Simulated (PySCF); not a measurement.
3-methoxybenzonitrile (COc1cccc(C#N)c1, C8H7NO)

Molfile (atoms numbered from 1):
```
C8H7NO
     RDKit          3D

 17 17  0  0  0  0  0  0  0  0999 V2000
   -2.6610   -0.2984   -0.0661 C   0  0  0  0  0  0  0  0  0  0  0  0
   -1.4489   -0.9957    0.0269 O   0  0  0  0  0  0  0  0  0  0  0  0
   -0.2947   -0.3129   -0.0671 C   0  0  0  0  0  0  0  0  0  0  0  0
   -0.2068    1.0721   -0.2535 C   0  0  0  0  0  0  0  0  0  0  0  0
    1.0459    1.6825   -0.3389 C   0  0  0  0  0  0  0  0  0  0  0  0
    2.2152    0.9418   -0.2426 C   0  0  0  0  0  0  0  0  0  0  0  0
    2.1218   -0.4480   -0.0554 C   0  0  0  0  0  0  0  0  0  0  0  0
    3.3154   -1.2357    0.0458 C   0  0  0  0  0  0  0  0  0  0  0  0
    4.2844   -1.8670    0.1266 N   0  0  0  0  0  0  0  0  0  0  0  0
    0.8768   -1.0728    0.0323 C   0  0  0  0  0  0  0  0  0  0  0  0
   -2.7659    0.4495    0.7391 H   0  0  0  0  0  0  0  0  0  0  0  0
   -3.4592   -1.0438    0.0359 H   0  0  0  0  0  0  0  0  0  0  0  0
   -2.7680    0.2083   -1.0411 H   0  0  0  0  0  0  0  0  0  0  0  0
   -1.1062    1.6826   -0.3335 H   0  0  0  0  0  0  0  0  0  0  0  0
    1.1012    2.7634   -0.4846 H   0  0  0  0  0  0  0  0  0  0  0  0
    3.1936    1.4183   -0.3097 H   0  0  0  0  0  0  0  0  0  0  0  0
    0.7948   -2.1504    0.1775 H   0  0  0  0  0  0  0  0  0  0  0  0
  1  2  1  0
  2  3  1  0
  3  4  2  0
  4  5  1  0
  5  6  2  0
  6  7  1  0
  7  8  1  0
  8  9  3  0
  7 10  2  0
 10  3  1  0
  1 11  1  0
  1 12  1  0
  1 13  1  0
  4 14  1  0
  5 15  1  0
  6 16  1  0
 10 17  1  0
M  END
```

Method: quadratic response CAM-B3LYP/aug-cc-pVDZ first hyperpolarisability, Taylor convention, gas phase (PySCF). Geometry: PBE0-D3(BJ)/def2-SVP.

Question: Give the tensor of the second harmonic β(−2ω;ω,ω) at 1907 nm in the axes of these coordinates.

Answer: In au, Taylor convention; rows are the first index (the induced dipole):
|  | xx | yy | zz | xy | xz | yz |
| --- | --- | --- | --- | --- | --- | --- |
| x | -189.6 | -58.9 | +22.8 | -80.1 | +11.3 | +11.2 |
| y | -80.7 | -19.4 | -59.4 | -63.0 | +11.8 | -14.0 |
| z | +11.4 | -14.0 | +24.5 | +11.8 | +22.9 | -59.0 |

Norm of βᵢ = ⅓ Σⱼ (βᵢⱼⱼ + βⱼᵢⱼ + βⱼⱼᵢ): 279.0 au, hyper-Rayleigh value 116.9 au.
